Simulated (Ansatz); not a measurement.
```xyz
7

O    -0.6264   -0.5555    0.9428
Ge   -0.0528    1.0965    0.3942
Ge    0.2140   -0.9537   -0.6365
H    -1.2152    2.0508    0.0874
H     0.9860    1.7047    1.3466
H     1.4478   -1.8449   -0.4379
H    -0.7535   -1.4980   -1.6966
```

Charge 0, multiplicity 1.

Q: List the r2SCAN/def2-TZVPP orbital energies in eV (the Gaussian-basis code of Ansatz). (Best estimate.)

A: Computed: Occupied: -10834.70, -10834.70, -1349.77, -1349.77, -1199.84, -1199.84, -1199.81, -1199.81, -1199.80, -1199.80, -515.26, -167.98, -167.98, -117.72, -117.72, -117.67, -117.65, -117.62, -117.62, -31.23, -31.11, -31.00, -30.95, -30.94, -30.90, -30.88, -30.88, -30.86, -30.74, -24.36, -14.16, -13.56, -9.93, -9.68, -8.88, -8.84, -6.89, -6.09. Lowest empty: -1.81, -0.99, 0.42, 0.45, 0.82, 1.89, 3.68, 4.31.
